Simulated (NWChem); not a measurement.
# C2H2F3O2 cation; SMILES [OH2+]C(C(F)(F)F)=O

```xyz
9

O     -1.3213    -1.4686    -0.0122
C     -0.3630    -0.8352    -0.0242
O      0.9971    -1.5997     0.0159
C     -0.0341     0.6851     0.0025
F      0.0284     1.0627     1.2521
F      1.1487     0.8495    -0.5825
F     -0.9640     1.3156    -0.6465
H      0.9562    -2.5759    -0.0771
H      1.8172    -1.1839    -0.3273
```
Atoms are numbered in this order, from 1.

All runs: NWChem. Structure relaxed at the PBE0/def2-SVP level. Level: PBE0/def2-SVP with SMD (1 M gas to 1 M solution), gas-phase geometry. Reactions with the solvent are ignored.

| solvent | dielectric constant | solvation free energy (kcal/mol) | cavity-dispersion-structure term (kcal/mol) |
|---|---|---|---|
| water | 78.4 | -77.3 | 5.8 |
| 1-octanol | 9.86 | -71.2 | 3.1 |
| benzene | 2.27 | -37.3 | -0.4 |
| ethyl acetate | 5.99 | -55.6 | -0.4 |
| acetonitrile | 35.7 | -68.2 | 0.8 |
| 1-propanol | 20.5 | -75.9 | 2.8 |
| toluene | 2.37 | -38.5 | -0.2 |
